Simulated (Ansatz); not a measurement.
A nudged elastic band was laid between two geometries of F2GeH2 + H (6 atoms, charge 0, multiplicity 2).

These are results of UKS B3LYP-D4/def2-SVP (Ansatz), not measurements.

```yaml
movable_images: 5
climbing_image: yes
spring: 5.0 eV/Å²
optimiser: quadratic models (default)
start_path: through a guess of the saddle point
force_threshold: 0.03 eV/Å
iteration_limit: 60
end_points: relaxed
```

Image 0:

```xyz
6
Properties=species:S:1:pos:R:3
Ge 0.001 -0.003 -0.168
F -0.183 0.307 1.532
H 1.496 0.052 -0.499
F -0.771 1.337 -0.955
H -0.791 -1.270 -0.505
H 0.188 -0.317 4.084
```

Image 6:

```xyz
6
Properties=species:S:1:pos:R:3
Ge -0.196 0.340 -0.079
F 0.395 -0.686 2.495
H 1.352 0.251 -0.211
F -0.721 1.251 -1.495
H -0.893 -1.045 -0.212
H 0.003 -0.005 2.990
```

(1) What changes between the two ends?

(2) What energy profile does the band end with?

(3) What is the geometry of the highest image?

(4) What are the harmonic wavenumbers there?

## Answers

(1) Bonds broken: Ge1–F2. Bonds formed: F2–H6. F2GeH2 + H becomes FGeH2 + FH.

(2) It converged. The highest image is number 2 of 0 to 6, 22.2 kcal/mol above the first end and 30.4 kcal/mol above the last; the last end lies 8.2 kcal/mol below the first. A vibrational analysis at the climbing image gives one clearly imaginary mode, 1377i cm⁻¹: a first-order saddle point.

```csv
image,path coordinate (Å),energy (kcal/mol),Ge1–F2 (Å),F2–H6 (Å)
0,0.00,0.0,1.74,2.65
1,0.91,0.1,1.74,2.40
2,1.82,22.2,1.97,1.22
3,2.49,-2.9,2.64,0.93
4,3.15,-6.1,3.05,0.93
5,3.82,-7.5,2.97,0.93
6,4.48,-8.2,2.83,0.93
```

(3) 
```xyz
6
Properties=species:S:1:pos:R:3
Ge 0.060 -0.103 -0.013
F 0.029 -0.050 1.960
H 1.495 0.032 -0.580
F -0.785 1.360 -0.454
H -0.774 -1.278 -0.581
H -0.085 0.145 3.157
```

(4) 1377i, 91, 192, 313, 388, 611, 635, 711, 771, 855, 2041, 2108 cm⁻¹.

Time of the run: 2.7 min on 2 threads of Intel(R) Xeon(R) 6975P-C (Granite Rapids), with other jobs on the host, peak memory 0.24 GiB.
